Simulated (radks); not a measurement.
Values are calculated unless marked as measured or tabulated.
Task: I2+, configuration [Kr] 4d9 5s2 5p4 (not the ground configuration). Level of theory: scalar-relativistic Kohn-Sham, LDA (Slater exchange, Perdew-Wang correlation), spin-polarised, spherical densities, finite nucleus; open shells are filled with parallel spins first (spin-orbit coupling, left out, can overturn this in heavy ions); Fermi nuclear charge, rms radius 4.75 fm (a radial shooting solver on a logarithmic mesh with Libxc functionals). Some entries of the table are withheld. Estimate them.

orbital  occ.  eigenvalue (eV)  <r> (bohr)  <r^2> (bohr^2)
1s up       1        -32976.30     0.02725        0.001006
1s down     1        -32976.20     0.02725        0.001006
2s up       1        -5122.526      0.1173         0.01622
2s down     1        -5122.126      0.1173         0.01622
2p up       3        -4603.677      0.1025         0.01283
2p down     3        -4603.319      0.1025         0.01283
3s up       1        -1057.629      0.3145          0.1131
3s down     1        -1057.306      0.3145          0.1130
3p up       3        -889.4669      0.3124          0.1132
3p down     3        -889.1188      0.3124          0.1132
3d up       5        -636.9283      0.2887         0.09863
3d down     5        -636.5081      0.2886         0.09859
4s up       1        -209.2924      0.7364          0.6125
4s down     1        -208.0871      0.7362          0.6123
4p up       3        -156.1254      0.7861          0.7037
4p down     3        -154.9112      0.7858          0.7032
4d up       5              (1)      0.9021          0.9493
4d down     4              (2)      0.9010          0.9467
5s up       1         -39.4112         (3)           3.694
5s down     1         -37.8352         (4)           3.722
5p up       3         -27.0906       2.112           5.032
5p down     1         -25.6021       2.135           5.156

Result: 
(1) 4d up eigenvalue (eV): -78.2543
(2) 4d down eigenvalue (eV): -77.0022
(3) 5s up <r> (bohr): 1.814
(4) 5s down <r> (bohr): 1.819
